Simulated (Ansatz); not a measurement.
One change: `[CH3][Al]([NH2])[NH2]` becomes `[NH2][Al]([NH2])[F]`.

Ansatz, PBE0-D4/def2-TZVP geometries, multiplicity 1. Each molecule was computed in one conformer, which needn't be the lowest.

| property | `[CH3][Al]([NH2])[NH2]` |
| --- | --- |
| size of the dipole moment (ωB97M-V/def2-TZVPP) / D | 0.60 |
| HOMO energy (PBE/def2-TZVPP) / eV | -5.34 |
| HOMO energy (ωB97M-V/def2-TZVPP) / eV | -9.14 |
| size of the dipole moment (PBE/def2-TZVPP) / D | 0.61 |
| HOMO–LUMO gap (PBE/def2-TZVPP) / eV | 4.91 |
| LUMO energy (PBE/def2-TZVPP) / eV | -0.43 |

(1) Give the same properties after the change, and the shifts. (Best estimate.)

## Answers

(1) Computed: 
```csv
property,`[NH2][Al]([NH2])[F]`,shift
size of the dipole moment (ωB97M-V/def2-TZVPP) / D,2.33,1.73
HOMO energy (PBE/def2-TZVPP) / eV,-5.75,-0.41
HOMO energy (ωB97M-V/def2-TZVPP) / eV,-9.58,-0.44
size of the dipole moment (PBE/def2-TZVPP) / D,2.33,1.72
HOMO–LUMO gap (PBE/def2-TZVPP) / eV,4.84,-0.07
LUMO energy (PBE/def2-TZVPP) / eV,-0.91,-0.48
```

Dipoles are sizes alone; their direction can turn.
